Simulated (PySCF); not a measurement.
Species: C3H6AlF.
SMILES: `F/C=C/[CH2][AlH2]`

Torsions of this conformer, `[F:1]/[CH:2]=[CH:3]/[CH2:4][AlH2:5]`: C2–C3–C4–Al5 -69°.

The closed-shell ground state was solved at several levels (PySCF, density fitting, gas phase, non-relativistic). The structure is a single PBE0-D3(BJ)/def2-SVP conformer in the gas phase; no vibrational or solvent corrections.

| level | basis functions | HOMO (eV) | LUMO (eV) | gap (eV) | dipole (D) |
| --- | --- | --- | --- | --- | --- |
| PBE0/def2-SVPD | 155 | -6.92 | -0.83 | 6.09 | 1.57 |
| PBE0/pcSseg-1 | 122 | -6.90 | -0.79 | 6.11 | 1.48 |

**Question.** Estimate the row for HF/pcSseg-2, a basis of 271 functions; the other rows only guide the guess.

**Answer.** HOMO -9.27 eV, LUMO 1.73 eV, gap 11.00 eV, dipole 1.67 D.

**Question.** Over all these levels, which gives the widest orbital gap and which the narrowest?

**Answer.** HF/pcSseg-2 (Hartree–Fock, all exact exchange) has the widest, 11.00 eV, and PBE0/def2-SVPD (global hybrid, 25 % exact exchange) the narrowest, 6.09 eV. Functional and basis both differ between the two, so the spread mixes both effects. The HOMO need not be the same orbital at Hartree–Fock and at DFT levels.

**Question.** How far do the dipole and the HOMO energy spread over the levels?

**Answer.** The dipole runs from 1.48 to 1.67 D (mean 1.57 D) and the HOMO from -9.27 to -6.90 eV.
